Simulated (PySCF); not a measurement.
CF3, SMILES F[C-](F)F, charge -1. Heavy atoms are numbered as in [C-:1]([F:2])([F:3])[F:4].

Geometry: ωB97X-D3(BJ)/def2-SVPD.

Level of theory: PBE/def2-TZVPD (PySCF).

ESP charges are fitted to the potential on shells at 1.4 to 2.0 van der Waals radii. Atomic charges (e), one atom of each kind:

```json
[
 {"atom": "C1", "meta-Löwdin": "0.12", "ESP fit": "___"},
 {"atom": "F2", "meta-Löwdin": "-0.37", "ESP fit": "___"}
]
```

Problem. Fill in the missing entries. (An estimate is asked for; the answer gives what the named calculation found.)

Solution. 
- C1, ESP fit: -0.59
- F2, ESP fit: -0.13
